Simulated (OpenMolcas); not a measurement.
Ir6+ among 2 point charges of -1 e arranged as a linear pair (D∞h), 2.32 Å from the ion.

- Program: OpenMolcas
- Method: CASSCF
- Basis: ANO-RCC-VDZP [7s6p4d2f]
- Scalar Hamiltonian: DKH2, point nucleus
- Active space: 3 electrons in 5 orbitals (5d)
- State averaging: 2S+1 = 4 even, 10 roots; 2S+1 = 2 even, 40 roots
- Spin-orbit coupling: state interaction with AMFI integrals over the reference wave functions

What is the spin-free ground state (labels by Λ)?

4Π, 2-fold in its orbital part, 95 % from free-ion F terms; it has the highest spin that d3 allows.

Where is the first state of the same spin?

4Σ at 284 cm-1 above the ground state. The two act as a nearly degenerate pair, with unquenched orbital momentum.

What are the lowest two levels with spin-orbit coupling?

A 2-fold level with g = 0.50, 0.95, 0.95, then a 2-fold level 2292 cm-1 above it. Their leading multiplicities are 4 (82 %) and 4 (86 %).

What is χT at 300 K?

0.08 cm3 K/mol.

Spin-orbit coupling mixes the spin-free states strongly: the lowest level takes only 39 % from its leading state, 4Π. Without dynamic correlation the repulsion within the d shell is too large (B by tens of per cent), so at a given field states of lower spin stand too high. The ground term spreads over less than 5000 cm-1, several times less than with real ligands, so orbital moments are less quenched and χT lies further from the spin-only value than at real sites. This is an electrostatic model: the charges have no orbitals. No measured value stands beside these numbers.
